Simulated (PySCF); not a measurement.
PySCF input file for C2H9FSi2, SMILES F[Si@@H](C)[SiH2]C, TDDFT-PBE/def2-SVPD. Geometry: PBE0-D3(BJ)/def2-SVP. The structure was generated by enumeration; whether it is a known compound was not checked. Other conformers were not sampled.

```python
import numpy as np
from pyscf import gto, scf, dft, tdscf

mol = gto.M(
    atom='''
    C     2.10963187   -1.51163013    0.31526597
    Si    1.16683598   -0.31176733   -0.79698764
    Si   -0.61563046    0.64775445    0.38817651
    C    -1.82099863   -0.64330063    1.00051307
    F    -1.41563764    1.67441289   -0.60644391
    H     2.94769504   -1.97168659   -0.23006419
    H     1.45055005   -2.31920301    0.66924990
    H     2.51978821   -0.99278484    1.19516163
    H     2.08359947    0.75931929   -1.30098311
    H     0.61557714   -1.03976221   -1.98535168
    H    -0.11771795    1.46171358    1.54156088
    H    -1.32435491   -1.31882614    1.71579834
    H    -2.67426209   -0.17262619    1.51319652
    H    -2.20881295   -1.25009530    0.16810830
    ''',
    basis='def2-SVPD',
    charge=0,
    spin=0,
    max_memory=1600,
    verbose=4,
)
mf = dft.RKS(mol, xc='pbe').density_fit(auxbasis='def2-universal-jkfit')
mf.grids.level = 3
mf.conv_tol = 1e-9
mf.max_cycle = 100
mf.kernel()
mf.grids = dft.Grids(mol).set(level=1).build(with_non0tab=True)  # coarser grid for the response kernel
td = tdscf.TDDFT(mf)
td.singlet = True
td.nstates = 10
td.conv_tol = 1e-4
td.positive_eig_threshold = 1e-6
td.kernel(x0=td.get_init_guess(mf, 15))
td.analyze()
tt = tdscf.TDA(mf)
tt.singlet = False
tt.nstates = 4
tt.conv_tol = 1e-4
tt.positive_eig_threshold = 1e-6
tt.kernel(x0=tt.get_init_guess(mf, 9))
tt.analyze(verbose=3)
```

Program output:

```
PySCF version 2.14.0

[INPUT] verbose = 4
[INPUT] num. atoms = 14
[INPUT] num. electrons = 58
[INPUT] charge = 0
[INPUT] spin (= nelec alpha-beta = 2S) = 0
[INPUT] symmetry False subgroup None
[INPUT] Mole.unit = angstrom
[INPUT] Symbol           X                Y                Z      unit          X                Y                Z       unit  Magmom
[INPUT]  1 C      2.109631870000  -1.511630130000   0.315265970000 AA    3.986626457954  -2.856566947341   0.595766339695 Bohr   0.0
[INPUT]  2 Si     1.166835980000  -0.311767330000  -0.796987640000 AA    2.205000434488  -0.589154868287  -1.506088364263 Bohr   0.0
[INPUT]  3 Si    -0.615630460000   0.647754450000   0.388176510000 AA   -1.163372963340   1.224078506468   0.733547291889 Bohr   0.0
[INPUT]  4 C     -1.820998630000  -0.643300630000   1.000513070000 AA   -3.441188683908  -1.215662006460   1.890695686348 Bohr   0.0
[INPUT]  5 F     -1.415637640000   1.674412890000  -0.606443910000 AA   -2.675167431226   3.164181781541  -1.146012899810 Bohr   0.0
[INPUT]  6 H      2.947695040000  -1.971686590000  -0.230064190000 AA    5.570336324339  -3.725947658578  -0.434758310170 Bohr   0.0
[INPUT]  7 H      1.450550050000  -2.319203010000   0.669249900000 AA    2.741142324474  -4.382658516167   1.264699019893 Bohr   0.0
[INPUT]  8 H      2.519788210000  -0.992784840000   1.195161630000 AA    4.761709608808  -1.876091448220   2.258528155289 Bohr   0.0
[INPUT]  9 H      2.083599470000   0.759319290000  -1.300983110000 AA    3.937432351589   1.434905499199  -2.458501770585 Bohr   0.0
[INPUT] 10 H      0.615577140000  -1.039762210000  -1.985351680000 AA    1.163272203143  -1.964865811573  -3.751770936145 Bohr   0.0
[INPUT] 11 H     -0.117717950000   1.461713580000   1.541560880000 AA   -0.222454685445   2.762238338758   2.913127867544 Bohr   0.0
[INPUT] 12 H     -1.324354910000  -1.318826140000   1.715798340000 AA   -2.502668071623  -2.492220210517   3.242388947583 Bohr   0.0
[INPUT] 13 H     -2.674262090000  -0.172626190000   1.513196520000 AA   -5.053622935407  -0.326216221027   2.859526995445 Bohr   0.0
[INPUT] 14 H     -2.208812950000  -1.250095300000   0.168108300000 AA   -4.174051535893  -2.362337746606   0.317678646266 Bohr   0.0

nuclear repulsion = 294.684679158168
number of shells = 81
number of NR pGTOs = 267
number of NR cGTOs = 183
basis = def2-SVPD
ecp = {}


******** <class 'pyscf.df.df_jk.DFRKS'> ********
method = DFRKS
initial guess = minao
damping factor = 0
level_shift factor = 0
DIIS = <class 'pyscf.scf.diis.CDIIS'>
diis_start_cycle = 1
diis_space = 8
diis_damp = 0
SCF conv_tol = 1e-09
SCF conv_tol_grad = None
SCF max_cycles = 100
direct_scf = False
XC library pyscf.dft.libxc version 7.1.2
    S. Lehtola, C. Steigemann, M. J. T. Oliveira, and M. A. L. Marques,  SoftwareX 7, 1–5 (2018)
XC functionals = pbe
    J. P. Perdew, K. Burke, and M. Ernzerhof,  Phys. Rev. Lett. 77, 3865 (1996)
    J. P. Perdew, K. Burke, and M. Ernzerhof,  Phys. Rev. Lett. 78, 1396 (1997)
    J. P. Perdew, K. Burke, and M. Ernzerhof,  Phys. Rev. Lett. 77, 3865 (1996)
    J. P. Perdew, K. Burke, and M. Ernzerhof,  Phys. Rev. Lett. 78, 1396 (1997)
radial grids:
    Treutler-Ahlrichs [JCP 102, 346 (1995); DOI:10.1063/1.469408] (M4) radial grids

becke partition: Becke, JCP 88, 2547 (1988); DOI:10.1063/1.454033
pruning grids: <function nwchem_prune>
grids dens level: 3
symmetrized grids: False
atomic radii adjust function: <function treutler_atomic_radii_adjust>
small_rho_cutoff = 0
Set gradient conv threshold to 3.16228e-05
Initial guess from minao.
tot grids = 169136
init E= -759.56426931902
  HOMO = -0.294074685599962  LUMO = -0.0796821420097578  gap/eV = 5.83392
cycle= 1 E= -759.584086082011  delta_E= -0.0198  |g|= 0.723  |ddm|=  4.4
  HOMO = -0.184774291347221  LUMO = -0.0227360697550165  gap/eV = 4.40928
cycle= 2 E= -759.296107481516  delta_E= 0.288  |g|= 1.39  |ddm|= 1.91
  HOMO = -0.236317983127697  LUMO = -0.0362705509225028  gap/eV = 5.44357
cycle= 3 E= -759.69619181926  delta_E= -0.4  |g|= 0.188  |ddm|=  1.3
  HOMO = -0.242992138347165  LUMO = -0.0407189769261369  gap/eV = 5.50413
cycle= 4 E= -759.702961457417  delta_E= -0.00677  |g|= 0.0574  |ddm|= 0.229
  HOMO = -0.245555856591171  LUMO = -0.0419324850034086  gap/eV = 5.54087
cycle= 5 E= -759.703724830259  delta_E= -0.000763  |g|= 0.0115  |ddm|= 0.0829
  HOMO = -0.244577303210352  LUMO = -0.0413869866696244  gap/eV = 5.52909
cycle= 6 E= -759.703781925002  delta_E= -5.71e-05  |g|= 0.00306  |ddm|= 0.0266
  HOMO = -0.244548216754037  LUMO = -0.0413324555152546  gap/eV = 5.52978
cycle= 7 E= -759.703784572228  delta_E= -2.65e-06  |g|= 0.000896  |ddm|= 0.00508
  HOMO = -0.244553063065325  LUMO = -0.0413469069943142  gap/eV = 5.52952
cycle= 8 E= -759.703784760112  delta_E= -1.88e-07  |g|= 0.000263  |ddm|= 0.00118
  HOMO = -0.244552973483076  LUMO = -0.0413478637011848  gap/eV = 5.52949
cycle= 9 E= -759.703784780576  delta_E= -2.05e-08  |g|= 4.91e-05  |ddm|= 0.000486
  HOMO = -0.244554187061531  LUMO = -0.0413486161074355  gap/eV = 5.52951
cycle= 10 E= -759.703784781408  delta_E= -8.32e-10  |g|= 1.1e-05  |ddm|= 0.000121
  HOMO = -0.244556258148185  LUMO = -0.0413499212542296  gap/eV = 5.52953
Extra cycle  E= -759.703784781397  delta_E= 1.14e-11  |g|= 1.28e-05  |ddm|= 5.41e-05
converged SCF energy = -759.703784781397
tot grids = 50736
Overwritten attributes  positive_eig_threshold  of <class 'pyscf.tdscf.rks.CasidaTDDFT'>


******** <class 'pyscf.tdscf.rks.CasidaTDDFT'> for <class 'pyscf.df.df_jk.DFRKS'> ********
nstates = 10 singlet
deg_eia_thresh = 1.000e-03
wfnsym = None
conv_tol = 0.0001
eigh lindep = 1e-12
eigh level_shift = 0
eigh max_cycle = 100


Excitation energies (eV)
[5.79726836 6.42843126 6.66126101 6.842207   7.1360348  7.14085133
 7.31798894 7.37028744 7.41656538 7.49312374]

** Singlet excitation energies and oscillator strengths **
Excited State   1:      5.79727 eV    213.87 nm  f=0.0198
      29 -> 30       -0.69806
Excited State   2:      6.42843 eV    192.87 nm  f=0.0212
      29 -> 31       -0.64662
      29 -> 32        0.23932
Excited State   3:      6.66126 eV    186.13 nm  f=0.0054
      28 -> 30        0.69146
      29 -> 32        0.13278
Excited State   4:      6.84221 eV    181.20 nm  f=0.0171
      28 -> 30        0.10236
      29 -> 31       -0.21714
      29 -> 32       -0.63384
      29 -> 34       -0.13515
Excited State   5:      7.13603 eV    173.74 nm  f=0.0157
      26 -> 30       -0.59333
      27 -> 30       -0.34232
      29 -> 33        0.13992
Excited State   6:      7.14085 eV    173.63 nm  f=0.0304
      26 -> 30       -0.36810
      27 -> 30        0.55604
      29 -> 33       -0.17455
Excited State   7:      7.31799 eV    169.42 nm  f=0.0633
      28 -> 31        0.25866
      29 -> 33        0.37423
      29 -> 35       -0.51620
Excited State   8:      7.37029 eV    168.22 nm  f=0.0096
      27 -> 31       -0.10411
      28 -> 31        0.13582
      29 -> 31        0.10924
      29 -> 34       -0.62674
      29 -> 35        0.19031
Excited State   9:      7.41657 eV    167.17 nm  f=0.0211
      27 -> 30        0.14933
      28 -> 31        0.44163
      29 -> 33        0.23467
      29 -> 34        0.21809
      29 -> 35        0.38954
Excited State  10:      7.49312 eV    165.46 nm  f=0.2278
      26 -> 31        0.12915
      27 -> 30       -0.13167
      28 -> 31        0.42390
      28 -> 32       -0.18632
      29 -> 33       -0.41904
      29 -> 35       -0.15554
      29 -> 37       -0.16307

** Transition electric dipole moments (AU) **
state          X           Y           Z        Dip. S.      Osc.
  1        -0.0655     -0.1124      0.3497      0.1392      0.0198
  2        -0.2379     -0.2679     -0.0797      0.1347      0.0212
  3        -0.0860     -0.1602      0.0021      0.0331      0.0054
  4        -0.0239     -0.2614     -0.1819      0.1020      0.0171
  5        -0.1771      0.1453     -0.1927      0.0896      0.0157
  6         0.2104     -0.3105      0.1821      0.1739      0.0304
  7         0.3864     -0.3145     -0.3235      0.3529      0.0633
  8        -0.0080      0.1950      0.1235      0.0534      0.0096
  9        -0.0099     -0.2807      0.1934      0.1163      0.0211
 10        -0.8952      0.1694      0.6410      1.2409      0.2278

** Transition velocity dipole moments (imaginary part, AU) **
state          X           Y           Z        Dip. S.      Osc.
  1        -0.0161     -0.0238      0.0822      0.0076      0.0237
  2        -0.0577     -0.0676     -0.0213      0.0084      0.0236
  3        -0.0240     -0.0418     -0.0014      0.0023      0.0063
  4        -0.0079     -0.0707     -0.0477      0.0073      0.0195
  5        -0.0452      0.0408     -0.0528      0.0065      0.0165
  6         0.0570     -0.0841      0.0520      0.0130      0.0331
  7         0.1108     -0.0907     -0.0915      0.0289      0.0715
  8        -0.0016      0.0534      0.0344      0.0040      0.0099
  9        -0.0048     -0.0769      0.0553      0.0090      0.0220
 10        -0.2539      0.0485      0.1825      0.1001      0.2425

** Transition magnetic dipole moments (imaginary part, AU) **
state          X           Y           Z
  1         0.1631      0.2759      0.0741
  2         0.0452     -0.5315     -0.0545
  3        -0.4306     -0.1090      0.3472
  4         0.3890      0.2610      0.2494
  5         0.3838     -0.2641     -0.7397
  6         0.5068      0.2333     -0.2390
  7        -0.0182     -0.0595      0.0127
  8         0.0478      0.0276      0.0651
  9         0.3959      0.3131      0.0098
 10        -0.3891     -0.2986     -0.7789
Overwritten attributes  positive_eig_threshold  of <class 'pyscf.tdscf.rks.TDA'>


******** <class 'pyscf.tdscf.rks.TDA'> for <class 'pyscf.df.df_jk.DFRKS'> ********
nstates = 4 triplet
deg_eia_thresh = 1.000e-03
wfnsym = None
conv_tol = 0.0001
eigh lindep = 1e-12
eigh level_shift = 0
eigh max_cycle = 100


Excitation energies (eV)
[5.17490761 5.82413288 6.42632221 6.55298883]

** Triplet excitation energies and oscillator strengths **
Excited State   1:      5.17491 eV    239.59 nm  f=0.0000
Excited State   2:      5.82413 eV    212.88 nm  f=0.0000
Excited State   3:      6.42632 eV    192.93 nm  f=0.0000
Excited State   4:      6.55299 eV    189.20 nm  f=0.0000
```

The calculation finished and met its thresholds.
